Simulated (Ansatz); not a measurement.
HFOSi, SMILES `O[Si]F` (excited triplet; H–O–Si–F torsion 93°) (charge 0, multiplicity 3). This triplet is an excited state, 3.05 eV above the relaxed singlet at the level composite: frozen-core CCSD(T) with HF/cc-pVQZ and the correlation energy extrapolated as X^-3 from cc-pVTZ and cc-pVQZ, plus CCSDT(Q) minus CCSD(T) in cc-pVDZ // PBE0-D3(BJ)/def2-TZVP (Ansatz, an electronic-structure program).

The numbers are results of frozen-core CCSD(T)/cc-pVTZ // PBE0-D3(BJ)/def2-TZVP in Ansatz, not measurements.

Ansatz 0.2 input:
```yaml
crystal:
  periodic: [false, false, false]
  atoms:
    - { symbol: O, position_ang: [-0.908438, 0.145549, 0.369976] }
    - { symbol: Si, position_ang: [0.568385, 0.599904, -0.20254] }
    - { symbol: F, position_ang: [1.792416, -0.399938, 0.0848] }
    - { symbol: H, position_ang: [-1.452363, -0.345516, -0.252237] }
basis:
  gaussian: { orbitals: cc-pVTZ }
correlation:
  method: ccsd_t
magnetization:
  spin_polarized: true
  initial_magnetization: 2
```

Output:

```
Functional definition: HF
656 factors; integrals over basis functions are off by at most 1.2e-3 eV
mean field evaluation 1: about -12620.2802 eV, gradient 2.7e1 eV
mean field evaluation 2: about -12620.2949 eV, gradient 2.7e1 eV
mean field evaluation 4: about -12623.3596 eV, gradient 2.9e0 eV
mean field evaluation 8: about -12623.5058 eV, gradient 1.3e-1 eV
mean field evaluation 16: about -12623.3369 eV, gradient 2.9e0 eV
mean field evaluation 32: about -12619.7242 eV, gradient 2.4e0 eV
mean field -12623.50594754 eV, -463.9052870524 hartree, gradient 4.6e-6 eV, S^2 2.003837; 0 other end points of the search recorded, 0 dependent functions left out
7 core orbitals not correlated
reference -12623.50594754 eV, -463.9052870524 hartree; 10, 8 occupied and 91, 93 virtual orbitals, 656 factors
second order -15.38807980 eV of doubles, -0.00000000 eV of singles
cycle   1  -15.14770864 eV  change    2.4e-1 eV  update   8.5e-2
cycle   2  -15.48332363 eV  change   -3.4e-1 eV  update   2.7e-2
cycle   3  -15.57796558 eV  change   -9.5e-2 eV  update   1.7e-2
cycle   4  -15.56482656 eV  change    1.3e-2 eV  update   5.4e-3
cycle   5  -15.56277337 eV  change    2.1e-3 eV  update   2.9e-3
cycle   6  -15.56489277 eV  change   -2.1e-3 eV  update   1.1e-3
cycle   7  -15.56496272 eV  change   -7.0e-5 eV  update   5.5e-4
cycle   8  -15.56497443 eV  change   -1.2e-5 eV  update   2.2e-4
cycle   9  -15.56501616 eV  change   -4.2e-5 eV  update   8.8e-5
cycle  10  -15.56496484 eV  change    5.1e-5 eV  update   4.3e-5
cycle  11  -15.56499932 eV  change   -3.4e-5 eV  update   2.2e-5
cycle  12  -15.56499884 eV  change    4.8e-7 eV  update   9.7e-6
perturbative correction -0.52446688 eV, -0.0192738024 hartree
Total energy: -12639.59541326 eV, -464.4965640120 hartree
```
